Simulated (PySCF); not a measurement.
# Dipole polarisabilities along group 15

Calculated with PySCF 2.14 for the ground configurations, without spin-orbit coupling: coupled response for Hartree-Fock and DFT. Mean α in bohr³, C₆ of like pairs in atomic units.

```
                                                                                                species  α UHF  α PBE  α PBE0  α recommended (Schwerdtfeger and Nagle)  C₆ UHF  C₆ PBE  C₆ PBE0
      N [He] 2s2 2p3 (x2c-QZVPPall with one added diffuse shell each of s, p, d, f type, spin-free X2C)  7.155  8.226   7.740                                7.4 ± 0.2   23.22   28.33    26.17
      P [Ne] 3s2 3p3 (x2c-QZVPPall with one added diffuse shell each of s, p, d, f type, spin-free X2C)  25.43  27.59   26.45                                   25 ± 1   188.0   206.1    196.1
As [Ar] 3d10 4s2 4p3 (x2c-QZVPPall with one added diffuse shell each of s, p, d, f type, spin-free X2C)  30.29  33.14   31.59                                   30 ± 1   258.4   284.3    269.2
Sb [Kr] 4d10 5s2 5p3 (x2c-QZVPPall with one added diffuse shell each of s, p, d, f type, spin-free X2C)  44.08  47.98   45.67                                   43 ± 2   488.7   530.4    503.0
```

Hartree-Fock lacks correlation. PBE lies above the recommended values here, as self-interaction makes its density too diffuse. All values carry a basis error.
